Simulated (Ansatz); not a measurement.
Species: SiH$_{3}$Se, charge 0, doublet. SiH3Se (SMILES [Se][SiH3], doublet).
B3LYP-D3(BJ)/def2-TZVP minimum from Ansatz (a program for electronic structure):
```xyz
5

Si    -1.3728    -0.5809     0.0551
Se     0.7274     0.3039    -0.0290
H     -1.5913    -1.3515     1.2991
H     -2.2734     0.5972     0.0297
H     -1.6478    -1.4466    -1.1130
```
Charge 0, spin multiplicity 2.

Total energies in def2-SVP, 13 correlated electrons, 19 frozen orbitals. UHF or UKS for unpaired electrons; spin-orbit terms are left out. Cores are frozen in correlated methods (noble-gas shells, and filled d and f shells in the p block). No relativity.

| method | program | energy (Eh) | minus CCSDT(Q) (mEh) |
|---|---|---|---|
| HF | Ansatz | -2690.14111 | 240.84 |
| MP2 | Ansatz | -2690.33719 | 44.76 |
| CCSD | Ansatz | -2690.37516 | 6.79 |
| CCSD(T) | Ansatz | -2690.38073 | 1.22 |
| CCSDT(Q) | Ansatz | -2690.38195 | 0.00 |

Rough core times of Ansatz's runs on a shared machine: CCSD(T) under 20 s, CCSDT(Q) 2 min.
